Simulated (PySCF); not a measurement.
# One molecule, several mistakes: C2GeH6O

These are calculations, not measurements. The program is PySCF 2.14.0, an open-source quantum chemistry code, run on an isolated molecule that a program drew, which may never have been made. The molecule is C2GeH6O (charge 0, singlet), drawn as the SMILES string `C[CH](O)[GeH]`.

Each row is a Hartree-Fock (HF) and frozen-core CCSD(T) single point in the cc-pVDZ basis, meant for a local HF minimum. Run 1 is clean. Each other run has one planted mistake out of seven kinds, and not every kind appears here: one electron removed, one electron added, multiplicity raised by two, geometry at a saddle point, minimal basis STO-3G, one bond length entered in bohr, all coordinates scaled. The reference is restricted for singlets and unrestricted otherwise, and also for a bond in bohr. Adding or removing an electron swaps singlet and doublet. Electrons count all cores. HOMO and LUMO are orbital energies over both spins, the gradient is its largest component, and the lowest frequency (negative if imaginary) is given only where the gradient is small. Bond lengths are over the 9 bonds as drawn. T1 is the CCSD diagnostic: over 0.02 (restricted) or 0.045 (unrestricted) a single reference is doubtful. Germanium has the cc-pVDZ-PP basis, with a core potential (ECP10MDF) in place of its 10 inner electrons, and its 3s, 3p and 3d shells are frozen in CCSD(T).

Geometry of the clean run:
```xyz
10
C2GeH6O, angstrom
C    -0.3897   -0.3150    1.5682
C    -0.6185   -0.0963    0.0908
O     0.5766   -0.3267   -0.7049
Ge   -1.4535   -1.3904   -1.1902
H    -1.3139   -0.1278    2.1192
H    -0.0819   -1.3423    1.7792
H     0.3769    0.3652    1.9550
H    -0.8973    0.9377   -0.1053
H     1.1382   -0.9489   -0.2627
H    -0.8917   -2.6496   -0.3916
```

| run | electrons | basis functions | <S^2> | HOMO (eV) | LUMO (eV) | gradient (hartree/bohr) | lowest frequency (cm^-1) | mean bond (Å) | longest bond (Å) | T1 | HF (hartree) | CCSD(T) (hartree) | mistake |
|---|---|---|---|---|---|---|---|---|---|---|---|---|---|
| 1 | 58 | 95 | 0.000 | -8.46 | 1.52 | 1.2e-05 | 153 | 1.3199 | 2.003 | 0.0154 | -447.42365 | -448.04802 | no fault |
| 2 | 58 | 95 | 0.740 | -8.64 | 1.30 | 1.9e-02 | - | 1.4275 | 2.058 | 0.0525 | -447.30291 | -447.92554 | one bond length entered in bohr |
| 3 | 59 | 95 | 0.763 | 0.12 | 8.56 | 5.0e-02 | - | 1.3199 | 2.003 | 0.0144 | -447.39269 | -448.02341 | one electron added |
| 4 | 58 | 95 | 2.013 | -6.65 | 0.11 | 3.5e-02 | - | 1.3199 | 2.003 | 0.0180 | -447.35969 | -447.96671 | multiplicity raised by two |
| 5 | 57 | 95 | 0.813 | -15.97 | -6.47 | 5.8e-02 | - | 1.3199 | 2.003 | 0.0242 | -447.14948 | -447.75112 | ? |
| 6 | 58 | 95 | 0.000 | -8.10 | 2.11 | 1.3e-01 | - | 1.1945 | 1.813 | 0.0130 | -447.32124 | -447.92273 | ? |

**Which mistake was planted in run 5, and what did it cost?**

It counts 57 electrons, one fewer than the clean run, at the same geometry and basis. So the mistake is: one electron removed. Subtracting run 1 and multiplying by 627.51 kcal/mol a hartree, the energy moved by 172.0 kcal/mol in HF and 186.3 kcal/mol in CCSD(T).

**Which mistake was planted in run 6, and what did it cost?**

The mean and the longest bond both change by the same factor, 0.905, and the gradient is no longer small. So the mistake is: all coordinates scaled. Subtracting run 1 and multiplying by 627.51 kcal/mol a hartree, the energy moved by 64.3 kcal/mol in HF and 78.6 kcal/mol in CCSD(T).

Cautions from the logs. Run 2: T1 is over the limit, so its CCSD(T) energy is less reliable; run 3: the HOMO is above zero, so the electron isn't bound and the energy depends on the basis.
